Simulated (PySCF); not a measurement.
C5H6O2.
SMILES with atom numbers: `[OH:1][CH2:2][c:3]1[cH:4][cH:5][o:6][cH:7]1` (hydrogens: H8 on O1; H9, H10 on C2; H11 on C4; H12 on C5; H13 on C7)

Structure optimised with GFN2-xTB, isolated species.

**Question.** Give the optimised bond lengths and angles.

**Answer.** 
| bond | length (Å) | order |
| --- | --- | --- |
| O1–C2 | 1.414 | single |
| C2–C3 | 1.496 | single |
| C3–C4 | 1.423 | aromatic |
| C4–C5 | 1.359 | aromatic |
| C5–O6 | 1.342 | aromatic |
| O6–C7 | 1.341 | aromatic |
| C3–C7 | 1.364 | aromatic |
| O1–H8 | 0.964 | single |
| C2–H9, C2–H10 | 1.096 | single |
| C4–H11 | 1.071 | single |
| C5–H12 | 1.072 | single |
| C7–H13 | 1.072 | single |

Bonds in one row agree within 0.01 Å and their mean is given. Orders are formal, as drawn. A selection of angles:
| angle | degrees |
| --- | --- |
| C2–O1–H8 | 108.6 |
| O1–C2–C3 | 112.4 |
| O1–C2–H9 | 110.2 |
| O1–C2–H10 | 105.4 |
| C3–C2–H9 | 109.5 |
| H9–C2–H10 | 108.9 |
| C2–C3–C4 | 126.7 |
| C2–C3–C7 | 127.9 |
| C4–C3–C7 | 105.3 |
| C3–C4–C5 | 106.1 |
| C3–C4–H11 | 126.9 |
| C5–C4–H11 | 127.0 |
| C4–C5–O6 | 110.6 |
| C4–C5–H12 | 131.9 |
| O6–C5–H12 | 117.5 |
| C5–O6–C7 | 107.1 |
| O6–C7–H13 | 117.7 |
| C3–C7–O6 | 110.9 |
| C3–C7–H13 | 131.5 |

Torsions: O1–C2–C3–C4 -86° (synclinal); H8–O1–C2–C3 54° (synclinal). The mirror-image conformer, all signs reversed, is as good.

The 5-membered ring C3–C4–C5–O6–C7 has internal angles of 105.3° to 110.9°; it is planar, 0.00 Å rms from its mean plane, widest ring torsion 0°. The 3 C–O bonds span 1.341 Å (O6–C7, aromatic) to 1.414 Å (O1–C2, drawn single), a spread of 0.073 Å. The 4 C–C bonds span 1.359 Å (C4–C5, aromatic) to 1.496 Å (C2–C3, drawn single), a spread of 0.137 Å.

Point group: C1 (no symmetry element, even within 0.4 Å). No frequency check. The numbers are those of one conformer (H–O1–C2–C3 54°, O1–C2–C3–C4 -86°).

All values are computed, not measured.
